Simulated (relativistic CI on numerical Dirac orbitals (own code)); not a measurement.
Computed by Dirac-Coulomb-Breit CI, orbitals from a KLI potential per configuration, model QED (radiative potential, 1s self-energy scaled to tabulated hydrogen-like ionisation energies), unscaled Slater integrals (own radial code, finite nucleus).

Configurations in the expansion (outside the closed core [Ne]): 3s2, 3s.3p, 3p2, 3s.3d, 3d2, 3p.3d, 3p.4s, 3s.4s, 3s.4p, 3d.4s, 3s.4d, 3s.4f, 3s.5s, 3s.5p, 3s.5d, 4s2, 3s.5f, 3s.5g, 3s.6s, 3s.6p, 3s.6d. Levels of other configurations are missing.

At this charge configurations can still be misplaced by up to about 7 % of their energy.

Outline of the computed level scheme of Ca IX. Lowest level of each configuration: 3s2 1S_0 at 0.000 eV; 3s.3p 3P°_0 at 17.571 eV; 3p2 1D_2 at 41.583 eV; 3s.3d 3D_1 at 51.370 eV; 3p.3d 3F°_2 at 69.880 eV; 3s.4s 3S_1 at 94.370 eV; 3s.4p 3P°_0 at 102.864 eV; 3d2 3F_2 at 103.442 eV; 3s.4d 3D_1 at 113.999 eV.

Some strong electric-dipole decays among the lowest 45 levels: 3s.4s 1S_0 → 3s.3p 1P°_1 (5.2e+10 s⁻¹); 3s.4d 3D_3 → 3s.3p 3P°_2 (3.8e+10 s⁻¹); 3s.4p 1P°_1 → 3s2 1S_0 (3.7e+10 s⁻¹); 3s.4s 3S_1 → 3s.3p 3P°_2 (3.7e+10 s⁻¹); 3d2 1S_0 → 3p.3d 1P°_1 (3.5e+10 s⁻¹); 3d2 3P_0 → 3p.3d 3P°_1 (3.0e+10 s⁻¹); 3s.4d 1D_2 → 3s.3p 1P°_1 (3.0e+10 s⁻¹); 3s.4d 3D_2 → 3s.3p 3P°_1 (2.8e+10 s⁻¹).
